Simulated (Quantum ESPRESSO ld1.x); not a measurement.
Question: Species: Si3+. Configuration: [Ne] 3s0.75 3d0.25 (fractional occupations, a model configuration). Method: Dirac Kohn-Sham, LDA (Slater exchange, Perdew-Zunger correlation), spin-unpolarised, spherical densities, point nucleus; open shells fill j = l - 1/2 first; computed with ld1.x of Quantum ESPRESSO 7.5.

Spin-orbit splittings of the eigenvalues, e(l+1/2) - e(l-1/2), with zeta = 2 splitting/(2l+1) and mean radii in bohr:

| shell | occ. | splitting (eV) | zeta (eV) | <r> j=l-1/2 | <r> j=l+1/2 |
|---|---|---|---|---|---|
| 2p | 6 | ? | ? | 0.5328 | 0.5350 |
| 3d | 0.25 | 0.002823 | 0.001129 | 2.445 | 2.446 |

Estimate the 2p splitting.

Answer: 0.6545 eV (zeta = 0.4364 eV).
